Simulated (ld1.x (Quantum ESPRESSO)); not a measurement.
**oxygen (O): excitation energies, all-electron against PAW**

oxygen, PAW, made with ld1.x (Quantum ESPRESSO) 7.5 (PBE, non-relativistic). Core [He], reference 2s2 2p4. Waves: 2s (bound): rcut 0.80, rcutus 0.95 bohr; 2s channel at -1.45 Ry: rcut 0.80, rcutus 0.95 bohr; 2p (bound): rcut 1.65, rcutus 2.05 bohr; 2p channel at 1.15 Ry: rcut 1.65, rcutus 2.05 bohr; 3d channel at 0.35 Ry: rcut 1.40, rcutus 1.90 bohr; 3d channel at 0.95 Ry: rcut 1.40, rcutus 1.90 bohr. Local part: all-electron potential smoothed inside 2.00 bohr (lloc = -1). Core correction: Bessel-smoothed model core inside 0.70 bohr. Augmentation charge: PSQ, inside the norm-conserving radii.

Energies are relative to the spin-unpolarised reference configuration 2s2 2p4; without spin polarisation the order of configurations can differ from experiment. Not all tests gave a result: 1 of 7 tests not solved or not reliable. Left out of the table: 2s2 2p1 (solver errors, printed error -11.5 eV). The frozen-core shift is the all-electron ΔE with the core orbitals held at their reference shape minus the fully relaxed ΔE.

```tsv
valence configuration	charge	ΔE all-electron (eV)	error AE − PS (meV)	frozen-core shift (meV)
2s2 2p3	+1	16.439	-1.8	+0.1
2s2 2p2	+2	50.033	+2.3	+1.2
2s0 2p6	0	29.828	-1.8	+1.6
2s2 2p0	+4	180.807	+435	+23
2s1 2p4	+1	31.609	-5.6	+0.5
```

Q: What are ΔE and the potential's error for 2s1 2p5?

A: ΔE = 14.896 eV all-electron; the error (AE − PS) is -0.4 meV.

Levels in the configuration 2s1 2p4:

| level | all-electron (eV) | pseudo (eV) |
| --- | --- | --- |
| 2s | -39.745 | -39.762 |
| 2p | -24.561 | -24.575 |
